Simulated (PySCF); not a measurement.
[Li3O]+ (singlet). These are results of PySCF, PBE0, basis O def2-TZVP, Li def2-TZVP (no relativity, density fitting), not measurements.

Harmonic bands of its minimum:

| ω (cm⁻¹) | IR (km/mol, summed over degenerate members) | degeneracy |
| --- | --- | --- |
| 275 | 320 | 1 |
| 278 | 170 | 2 |
| 688 | 0.0 | 1 |
| 837 | 631 | 2 |

Problem. The central atom is O. Infer the point group and assign the bands.

Solution. D3h. The modes span a2'' + 2e' + a1': 275 a2'', 278 e', 688 a1', 837 e'. The computed geometry has Li–Li 2.913 Å (×3), O–Li 1.682 Å (×3); Li–Li–Li 60.0° (×3), Li–Li–O 30.0° (×6), Li–O–Li 120.0° (×3).

Only a few start shapes were tried, so a lower isomer may exist.
